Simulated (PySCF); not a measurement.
A PySCF script (with the pyscf-properties extension) for the NMR shieldings of `[SiH2](C[SiH2]F)[SiH2]F`, CH$_{8}$F$_{2}$Si$_{3}$, on a GFN2-xTB geometry:

```python
import basis_set_exchange as bse
import numpy as np
from pyscf import gto, dft
from pyscf.prop import nmr

atoms = """
F    -0.766419   -1.432033   -1.703854
Si   -1.695481   -0.133575   -1.462519
C    -0.643602    1.147980   -0.554903
Si    0.218766    0.525000    1.034569
Si    1.868121   -1.029646    0.610203
F     2.929373   -0.349663   -0.405999
H    -2.097369    0.281989   -2.800317
H    -2.799620   -0.633234   -0.654463
H    -1.271868    2.003035   -0.306211
H     0.122790    1.526142   -1.233773
H    -0.819476   -0.023410    1.923820
H     0.733535    1.727293    1.718312
H     2.712678   -1.346114    1.762179
H     1.507894   -2.264236   -0.073662
"""
names = dict.fromkeys(["F", "Si", "C", "H"], "pcSseg-1")
basis = {el: gto.basis.parse(bse.get_basis(n, elements=[el], fmt="nwchem")) for el, n in names.items()}
mol = gto.M(atom=atoms, basis=basis, charge=0, verbose=0)
mf = dft.RKS(mol, xc="PBE0")
mf.grids.level = 2
mf.grids.alignment = dft.numint.BLKSIZE   # the property module wants whole blocks of grid points
mf.conv_tol = 1e-9
mf.kernel()

calc = nmr.RKS(mf)   # GIAO
C = mf.mo_coeff
Co = C[:, mf.mo_occ > 0]
resp = mf.gen_response(singlet=True, hermi=2)
def vind(x):   # induced exchange potential for any number of trial vectors
    d = np.einsum("pi,xij,qj->xpq", C, 2 * x.reshape(-1, C.shape[1], Co.shape[1]), Co, optimize=True)
    return np.einsum("xpq,pi,qj->xij", resp(d - d.transpose(0, 2, 1)), C, Co, optimize=True).ravel()
mo1, _ = nmr.rhf.solve_mo1(calc, with_cphf=vind)
sigma = calc.kernel(mo1)
for i, s in enumerate(sigma):   # ppm
    w = np.linalg.eigvalsh((s + s.T) / 2)
    print("%2d %-2s iso %8.1f  s11 %8.1f  s22 %8.1f  s33 %8.1f" % (i, mol.atom_pure_symbol(i), w.mean(), *w))
```

Problem. Give the expected output.

Solution. 
```
 0 F  iso    395.1  s11    366.2  s22    383.4  s33    435.6
 1 Si iso    338.0  s11    282.5  s22    337.4  s33    394.2
 2 C  iso    193.7  s11    175.2  s22    199.1  s33    206.8
 3 Si iso    431.1  s11    407.4  s22    414.3  s33    471.5
 4 Si iso    337.1  s11    256.1  s22    317.6  s33    437.8
 5 F  iso    440.1  s11    384.1  s22    457.1  s33    479.1
 6 H  iso     26.2  s11     22.5  s22     24.4  s33     31.7
 7 H  iso     26.5  s11     23.4  s22     24.7  s33     31.5
 8 H  iso     31.9  s11     26.3  s22     28.9  s33     40.6
 9 H  iso     31.0  s11     26.6  s22     28.7  s33     37.8
10 H  iso     27.8  s11     24.5  s22     26.2  s33     32.9
11 H  iso     27.4  s11     23.6  s22     25.3  s33     33.2
12 H  iso     26.0  s11     22.5  s22     24.9  s33     30.7
13 H  iso     25.9  s11     23.2  s22     25.0  s33     29.5
```

These numbers come from an equivalent density-fitted implementation of the same equations, which agrees with the script to about 0.01 ppm for H and up to a few tenths of a ppm for heavy atoms, so last digits may differ.

Problem. Turn these shieldings into chemical shifts. Chemical shifts δ = σref − σ; CFCl3 for 19F (170.95 ppm); TMS for 29Si (349.16 ppm) and 13C (186.93 ppm) and 1H (31.72 ppm), all at this level.

Solution. Averaging equivalent atoms: F 0: -224.1; F 5: -269.2; Si 4: 12.0; Si 1: 11.1; Si 3: -81.9; C 2: -6.8; H 12/13: 5.75; H 6/7: 5.36; H 10/11: 4.12; H 8/9: 0.24 ppm. Unscaled 19F shifts against computed CFCl3 carry errors that often reach 10 to 50 ppm.

Size and cost of the density-fitted run: 163 basis functions, 19 s wall time on 1 thread of an Arm Neoverse V2, shared host; peak memory 0.74 GiB.
